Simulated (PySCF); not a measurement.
SMILES [CH2]OCC(C)OC(C)=O, doublet, GFN2-xTB optimised geometry.

```
20

C      2.80    -0.35    -3.09
O      1.76    -0.53    -2.23
C      2.10    -0.70    -0.88
C      0.82    -0.91    -0.07
C      1.11    -1.42     1.34
O      0.16     0.36     0.00
C     -1.18     0.36     0.00
C     -1.71     1.77     0.00
O     -1.85    -0.64    -0.01
H      2.51    -0.34    -4.12
H      3.79    -0.65    -2.79
H      2.76    -1.57    -0.76
H      2.62     0.19    -0.51
H      0.16    -1.61    -0.59
H      1.60    -2.39     1.30
H      0.18    -1.52     1.89
H      1.75    -0.71     1.87
H     -2.76     1.77     0.29
H     -1.61     2.17    -1.01
H     -1.13     2.39     0.68
```

Density from unrestricted PBE0/def2-SVP in PySCF 2.14.0 at that geometry.

Minimum of the electron density along straight lines between bonded atoms, close to the bond critical point (lines longer than 1.1 times the sum of covalent radii, or with two minima, are not listed):

| bond | length / Å | ρ at the minimum / e bohr⁻³ | ∇²ρ there / e bohr⁻⁵ | position (fraction from the first atom) |
|---|---|---|---|---|
| C1–O2 | 1.361 | 0.277 | -0.06 | 0.33 |
| O2–C3 | 1.405 | 0.260 | -0.37 | 0.66 |
| C3–C4 | 1.528 | 0.254 | -0.62 | 0.50 |
| C4–C5 | 1.525 | 0.248 | -0.58 | 0.51 |
| C4–O6 | 1.431 | 0.241 | -0.32 | 0.34 |
| O6–C7 | 1.338 | 0.304 | -0.32 | 0.67 |
| C7–C8 | 1.506 | 0.259 | -0.63 | 0.52 |
| C7–O9 | 1.202 | 0.421 | 0.34 | 0.33 |
| C1–H10 | 1.071 | 0.290 | -1.14 | 0.64 |
| C1–H11 | 1.076 | 0.285 | -1.09 | 0.64 |
| C3–H12 | 1.100 | 0.278 | -1.03 | 0.63 |
| C3–H13 | 1.099 | 0.279 | -1.05 | 0.64 |
| C4–H14 | 1.097 | 0.284 | -1.11 | 0.65 |
| C5–H15 | 1.086 | 0.277 | -1.02 | 0.63 |
| C5–H16 | 1.087 | 0.278 | -1.03 | 0.63 |
| C5–H17 | 1.088 | 0.276 | -1.01 | 0.63 |
| C8–H18 | 1.086 | 0.279 | -1.05 | 0.64 |
| C8–H19 | 1.088 | 0.274 | -1.01 | 0.63 |
| C8–H20 | 1.086 | 0.277 | -1.03 | 0.63 |
